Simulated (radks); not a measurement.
Gd II, configuration [Xe] 4f7 5d1 5f1 (not the ground configuration).

Method: Dirac Kohn-Sham, PBE, spin-unpolarised, spherical densities, finite nucleus; open shells are shared between the two j in proportion to 2j + 1; Fermi nuclear charge, rms radius 5.1569 fm; computed with a radial shooting solver on a logarithmic mesh with Libxc functionals.

Energy parts (hartree):
| part | energy |
|---|---|
| total | -11278.6699 |
| kinetic | 12297.1780 |
| electron-nucleus | -27681.6875 |
| Hartree | 4355.3704 |
| exchange-correlation | -249.5309 |

Orbitals (lengths in bohr, moments of r in powers of bohr; <r^-3> diverges for s and p1/2; r(90%) holds 90 % of the orbital's charge):
1s1/2: occ. 2; eigenvalue (hartree) -1839.402; r(90%) 0.0396; <r^2> 0.0006550; <r> 0.02191
2s1/2: occ. 2; eigenvalue (hartree) -303.8793; r(90%) 0.144; <r^2> 0.01022; <r> 0.09275
2p1/2: occ. 2; eigenvalue (hartree) -288.5859; r(90%) 0.128; <r^2> 0.007417; <r> 0.07746
2p3/2: occ. 4; eigenvalue (hartree) -263.0142; r(90%) 0.137; <r^2> 0.008652; <r> 0.08430; <r^-3> 9903
3s1/2: occ. 2; eigenvalue (hartree) -67.65868; r(90%) 0.358; <r^2> 0.06815; <r> 0.2440
3p1/2: occ. 2; eigenvalue (hartree) -61.02667; r(90%) 0.351; <r^2> 0.06348; <r> 0.2336
3p3/2: occ. 4; eigenvalue (hartree) -55.78099; r(90%) 0.369; <r^2> 0.07055; <r> 0.2467; <r^-3> 2099
3d3/2: occ. 4; eigenvalue (hartree) -44.32287; r(90%) 0.341; <r^2> 0.05633; <r> 0.2187; <r^-3> 352.6
3d5/2: occ. 6; eigenvalue (hartree) -43.18004; r(90%) 0.347; <r^2> 0.05831; <r> 0.2228; <r^-3> 313.5
4s1/2: occ. 2; eigenvalue (hartree) -13.92795; r(90%) 0.794; <r^2> 0.3451; <r> 0.5528
4p1/2: occ. 2; eigenvalue (hartree) -11.34496; r(90%) 0.822; <r^2> 0.3630; <r> 0.5647
4p3/2: occ. 4; eigenvalue (hartree) -10.17755; r(90%) 0.864; <r^2> 0.4016; <r> 0.5942; <r^-3> 468.2
4d3/2: occ. 4; eigenvalue (hartree) -5.92075; r(90%) 0.946; <r^2> 0.4605; <r> 0.6300; <r^-3> 66.81
4d5/2: occ. 6; eigenvalue (hartree) -5.70965; r(90%) 0.962; <r^2> 0.4758; <r> 0.6404; <r^-3> 58.57
5s1/2: occ. 2; eigenvalue (hartree) -2.19937; r(90%) 1.92; <r^2> 1.995; <r> 1.332
5p1/2: occ. 2; eigenvalue (hartree) -1.48784; r(90%) 2.18; <r^2> 2.514; <r> 1.489
5p3/2: occ. 4; eigenvalue (hartree) -1.32691; r(90%) 2.31; <r^2> 2.833; <r> 1.581; <r^-3> 63.66
4f5/2: occ. 3; eigenvalue (hartree) -0.70926; r(90%) 1.46; <r^2> 0.9550; <r> 0.8550; <r^-3> 8.283
4f7/2: occ. 4; eigenvalue (hartree) -0.68143; r(90%) 1.49; <r^2> 0.9849; <r> 0.8671; <r^-3> 7.983
5d3/2: occ. 0.4; eigenvalue (hartree) -0.43583; r(90%) 3.66; <r^2> 6.565; <r> 2.364; <r^-3> 4.237
6s1/2: occ. 0; eigenvalue (hartree) -0.42774; r(90%) 5.03; <r^2> 13.61; <r> 3.479
5d5/2: occ. 0.6; eigenvalue (hartree) -0.42280; r(90%) 3.74; <r^2> 6.857; <r> 2.415; <r^-3> 3.648
6p1/2: occ. 0; eigenvalue (hartree) -0.29267; r(90%) 6.29; <r^2> 20.77; <r> 4.286
6p3/2: occ. 0; eigenvalue (hartree) -0.27502; r(90%) 6.64; <r^2> 23.21; <r> 4.532; <r^-3> 7.049
5f5/2: occ. 0.428571; eigenvalue (hartree) -0.09181; r(90%) 12.3; <r^2> 80.37; <r> 8.492; <r^-3> 0.02074
5f7/2: occ. 0.571429; eigenvalue (hartree) -0.09175; r(90%) 12.3; <r^2> 80.52; <r> 8.501; <r^-3> 0.02134

The highest occupied level is 5f7/2 at -2.497 eV. The configuration is held as typed, so some empty levels lie below it. Summed over all electrons, <r^2> = 123.3 bohr^2, which gives a Langevin (diamagnetic) susceptibility term of -97.6 x 10^-6 cm^3/mol. The electron density at the nucleus is 6.285e+05 e/bohr^3. The density falls to 0.001 e/bohr^3 at r = 3.82 bohr.
